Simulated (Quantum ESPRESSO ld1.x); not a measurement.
Results of a calculation; reference values are marked as such.
W XXVI, 49 electrons, occupied as [Kr] 4d10 4f3. Code: ld1.x of Quantum ESPRESSO 7.5. Model: scalar-relativistic Kohn-Sham, LDA (Slater exchange, VWN5 correlation), spin-polarised, spherical densities, point nucleus; open shells are filled with parallel spins first.

Normalised radial functions P(r) = r R(r), r in bohr:

| r | 4s down | 4d up | 4f down |
|---|---|---|---|
| 0.0018 | 0.2490 | 0.0001 | 0.0000 |
| 0.002306 | 0.2934 | 0.0002 | 0.0000 |
| 0.002956 | 0.3410 | 0.0004 | 0.0000 |
| 0.003757 | 0.3877 | 0.0007 | 0.0000 |
| 0.004815 | 0.4322 | 0.0014 | 0.0000 |
| 0.006121 | 0.4647 | 0.0028 | 0.0000 |
| 0.007844 | 0.4775 | 0.0053 | 0.0000 |
| 0.01005 | 0.4555 | 0.0103 | 0.0001 |
| 0.01278 | 0.3860 | 0.0192 | 0.0003 |
| 0.01637 | 0.2499 | 0.0360 | 0.0007 |
| 0.02082 | 0.0494 | 0.0649 | 0.0017 |
| 0.02667 | -0.2169 | 0.1161 | 0.0040 |
| 0.03418 | -0.4987 | 0.2003 | 0.0092 |
| 0.04345 | -0.7037 | 0.3246 | 0.0204 |
| 0.05568 | -0.7289 | 0.5033 | 0.0447 |
| 0.07079 | -0.4742 | 0.7128 | 0.0913 |
| 0.09071 | 0.0786 | 0.9181 | 0.1808 |
| 0.1162 | 0.7312 | 1.0124 | 0.3346 |
| 0.1478 | 1.0903 | 0.8716 | 0.5626 |
| 0.1894 | 0.8101 | 0.3908 | 0.8769 |
| 0.2407 | -0.1122 | -0.3553 | 1.2117 |
| 0.3085 | -1.2368 | -1.1632 | 1.4872 |
| 0.3953 | -1.8151 | -1.6355 | 1.5644 |
| 0.5025 | -1.5802 | -1.5609 | 1.3828 |
| 0.644 | -0.8940 | -1.0618 | 0.9830 |
| 0.8187 | -0.3336 | -0.5135 | 0.5442 |
| 1.049 | -0.0711 | -0.1562 | 0.2078 |
| 1.344 | -0.0078 | -0.0272 | 0.0498 |

4s down: eigenvalue -1308.4 eV, 3 radial nodes at r = 0.0219, 0.0880, 0.235 bohr, <r> = 0.431 bohr, 90 % of the charge inside 0.614 bohr. 4d up: eigenvalue -966.55 eV, 1 radial node at r = 0.216 bohr, <r> = 0.461 bohr, 90 % of the charge inside 0.677 bohr. 4f down (empty): eigenvalue -752.65 eV, 0 radial nodes, <r> = 0.452 bohr, 90 % of the charge inside 0.688 bohr.
